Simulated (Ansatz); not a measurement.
Computed with Ansatz.

`[AlH2][O][GaH][CH]=S` at its PBE0-D4/def2-TZVP geometry, where that method's forces vanish. Charge 0, multiplicity 1.

```json
{"atom": "Al1", "x (Å)": "1.413", "y (Å)": "-1.579", "z (Å)": "1.306"}
{"atom": "O2", "x (Å)": "0.602", "y (Å)": "-0.276", "z (Å)": "0.629"}
{"atom": "Ga3", "x (Å)": "-0.220", "y (Å)": "1.136", "z (Å)": "-0.047"}
{"atom": "C4", "x (Å)": "-1.498", "y (Å)": "0.772", "z (Å)": "-1.511"}
{"atom": "S5", "x (Å)": "-2.229", "y (Å)": "1.987", "z (Å)": "-2.279"}
{"atom": "H6", "x (Å)": "2.792", "y (Å)": "-2.026", "z (Å)": "0.668"}
{"atom": "H7", "x (Å)": "0.760", "y (Å)": "-2.315", "z (Å)": "2.546"}
{"atom": "H8", "x (Å)": "0.097", "y (Å)": "2.553", "z (Å)": "0.511"}
{"atom": "H9", "x (Å)": "-1.718", "y (Å)": "-0.253", "z (Å)": "-1.823"}
```

For each bond, give half the difference of the two atoms' forces along it (eV/Å; positive pushes the atoms apart) under PBE-D4, r2SCAN-D4, B3LYP-D4, ωB97M-V in def2-TZVPP. (Estimate.)

The calculation gave: 
| bond | length (Å) | PBE-D4 | r2SCAN-D4 | B3LYP-D4 | ωB97M-V |
| --- | --- | --- | --- | --- | --- |
| Al1–O2 | 1.677 | 0.18 | 0.09 | 0.03 | 0.12 |
| Al1–H6 | 1.583 | -0.04 | -0.05 | -0.10 | -0.14 |
| Al1–H7 | 1.583 | -0.04 | -0.05 | -0.10 | -0.14 |
| O2–Ga3 | 1.768 | 0.21 | 0.02 | 0.17 | 0.10 |
| Ga3–C4 | 1.978 | -0.15 | -0.05 | 0.04 | 0.02 |
| Ga3–H8 | 1.555 | -0.06 | -0.12 | -0.12 | -0.16 |
| C4–S5 | 1.612 | 0.46 | 0.26 | 0.22 | -0.05 |
| C4–H9 | 1.094 | 0.06 | -0.04 | -0.16 | -0.09 |

B3LYP here is the variant with VWN-RPA as its local correlation; programs differ in this.
